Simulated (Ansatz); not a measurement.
Geometry optimisation, Ansatz, RKS BLYP/def2-SVP.

Input:

```yaml
crystal:
  periodic: [false, false, false]
  atoms:
    - { symbol: Ga, position_ang: [0.052432, -0.35297, 0.242593] }
    - { symbol: "N", position_ang: [-0.102327, -0.346171, 2.134498] }
    - { symbol: H, position_ang: [-0.960607, 0.028299, 2.550346] }
    - { symbol: H, position_ang: [0.718401, -0.007056, 2.645522] }
    - { symbol: O, position_ang: [1.706612, -0.264768, -0.472085] }
    - { symbol: H, position_ang: [1.682585, -0.421696, -1.434727] }
    - { symbol: O, position_ang: [-1.337749, -0.597839, -0.894184] }
    - { symbol: H, position_ang: [-2.164313, -0.819185, -0.423114] }
    - { symbol: H, position_ang: [-0.106749, 2.345814, 0.872469] }
    - { symbol: H, position_ang: [-0.115385, 1.77547, 1.317581] }
basis:
  gaussian: { orbitals: def2-SVP }
hamiltonian:
  xc: blyp
relax:
  f_tol: 0.03
  max_steps: 50
```

Launched with:

```bash
$ ansatz run input.yaml --threads 2 --pin off --max-ram 3072MiB --backend cpu --events-out ev --progress --plain --runs-dir out
```

Q: Where does it end, and by what steps?

A: The run converged. After 13 steps the energy has fallen by 0.228 eV; H9 moved furthest, 1.13 Å.

| step | energy less start (eV) | largest force component (eV/Å) | accepted |
| --- | --- | --- | --- |
| 0 | 0.0000 | 1.680 | yes |
| 1 | -0.1499 | 0.412 | yes |
| 2 | -0.1926 | 0.223 | yes |
| 3 | -0.2091 | 0.078 | yes |
| 4 | -0.2060 | 0.255 | no |
| 5 | -0.2125 | 0.065 | yes |
| 6 | -0.2168 | 0.055 | yes |
| 7 | -0.2206 | 0.222 | yes |
| 8 | -0.2237 | 0.230 | yes |
| 9 | -0.2253 | 0.217 | yes |
| 10 | -0.2248 | 0.328 | no |
| 11 | -0.2274 | 0.080 | yes |
| 12 | -0.2276 | 0.039 | yes |
| 13 | -0.2277 | 0.018 | yes |

```xyz
10
Properties=species:S:1:pos:R:3
Ga 0.092 -0.598 0.144
N -0.055 -0.303 1.953
H -0.921 0.051 2.366
H 0.760 0.056 2.457
O 1.750 -0.681 -0.566
H 1.712 -0.901 -1.517
O -1.295 -0.935 -0.976
H -2.150 -0.981 -0.507
H -0.300 3.197 1.590
H -0.220 2.433 1.596
```

Whether the end is a true minimum wasn't checked by a vibrational analysis.

Run time: 22 s on 2 threads of AMD EPYC 7R43 64-Core Processor (Zen 3) (shared host), peak memory 0.16 GiB.
